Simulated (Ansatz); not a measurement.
`[CH3][GeH2][C](=N)Cl` → `[GeH2]` + `CC(=N)Cl` at 500 K and 1 bar (germylene formation by 1,1-elimination).

Program: Ansatz. Geometries: PBE0-D4/def2-TZVP. ΔE: electronic, gas phase. CCSD(T)/CBS adds triple-zeta CCSD(T) − MP2 to the extrapolated MP2 energy (def2 sets, frozen cores). For Ge outer-core shells are correlated without core-valence functions, which leaves a few kJ/mol of doubt a bond. Scalar relativity is left out up to krypton. Each species was taken in one conformer, which may not be the lowest.

| species | CCSD(T)/CBS energy (Eh) | H − E (kJ/mol) | S (J/(mol·K)) |
| --- | --- | --- | --- |
| `[CH3][GeH2][C](=N)Cl` | -2670.28996 | 245.2 | 438.1 |
| `[GeH2]` | -2077.24753 | 46.3 | 239.7 |
| `CC(=N)Cl` | -592.98219 | 189.5 | 336.5 |

H − E and S are ideal-gas, rigid-rotor, harmonic terms from PBE0-D4/def2-TZVP, for one conformer and one mirror image of each species. 1 Eh = 2625.50 kJ/mol, R = 8.31446 J/(mol·K).

Problem. By hand: ΔE, ΔH, ΔS and ΔG.

Solution. ΔE = (-2077.24753) + (-592.98219) − (-2670.28996) = 0.06024 Eh = 158.2 kJ/mol. Δ(H − E) = 46.3 + 189.5 − 245.2 = -9.4, so ΔH = 148.8 kJ/mol. ΔS = 239.7 + 336.5 − 438.1 = 138.1 J/(mol·K). ΔG = 148.8 − 500 × (138.1)/1000 = 79.8 kJ/mol.

Problem. By hand: the equilibrium constant, and the temperature at which ΔG would vanish if ΔH and ΔS stayed fixed.

Solution. log₁₀ K = −ΔG/(RT ln 10) = -8.3. ΔG = 0 at ΔH/ΔS = 1077 K.

The number of gas molecules changes by +1, which sets the sign of ΔS. A doubt of 5 kJ/mol in ΔE shifts log₁₀ K by 0.5 here. Other conformers and mirror images would add mixing entropy, several J/(mol·K) or more a flexible species. Modes under 60 cm⁻¹, often nearly free rotors, make the harmonic entropy too high. These are equilibria of isolated gas molecules and say nothing of rates. Largest T1 diagnostic: 0.012 (customary marks: 0.02 for closed shells, 0.045 for open ones).
